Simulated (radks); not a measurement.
N4+, configuration [He] 2s1. Method: scalar-relativistic Kohn-Sham, LB94 model potential, spin-polarised, spherical densities, finite nucleus; open shells are filled with parallel spins first; Fermi nuclear charge, rms radius 2.5582 fm; computed with a radial shooting solver on a logarithmic mesh with Libxc functionals.

Radial electron density D(r) = 4 pi r^2 rho(r):

```
   r/bohr * D(r) (the largest magnitude, 7.31, reaches the edge; | marks zero)
  0.01587 |   *
  0.01747 |    *
  0.01923 |     *
  0.02117 |      *
  0.02349 |       *
  0.02586 |        *
  0.02846 |          *
  0.03158 |            *
  0.03477 |             *
  0.03827 |                *
  0.04246 |                  *
  0.04674 |                     *
  0.05145 |                        *
  0.05709 |                            *
  0.06284 |                               *
  0.06917 |                                   *
  0.07676 |                                      *
  0.08449 |                                          *
    0.093 |                                             *
   0.1032 |                                                *
   0.1136 |                                                   *
    0.125 |                                                     *
   0.1387 |                                                      *
   0.1527 |                                                      *
   0.1681 |                                                     *
   0.1851 |                                                   *
   0.2053 |                                                *
    0.226 |                                            *
   0.2488 |                                       *
   0.2761 |                                 *
   0.3039 |                            *
   0.3345 |                      *
   0.3712 |                 *
   0.4086 |             *
   0.4497 |          *
    0.499 |        *
   0.5493 |       *
   0.6046 |      *
   0.6709 |      *
   0.7385 |       *
   0.8129 |       *
    0.902 |       *
   0.9929 |       *
    1.093 |      *
    1.213 |     *
    1.335 |    *
    1.469 |  *
    1.617 | *
    1.795 |*
    1.976 |*
    2.175 *
    2.413 *
    2.656 *
    2.924 *
    3.244 *
    3.571 *
```

D(r) has 2 maxima, at r = 0.147, 0.867 bohr, and minima at 0.614 bohr, inside which lie 2.09 electrons.
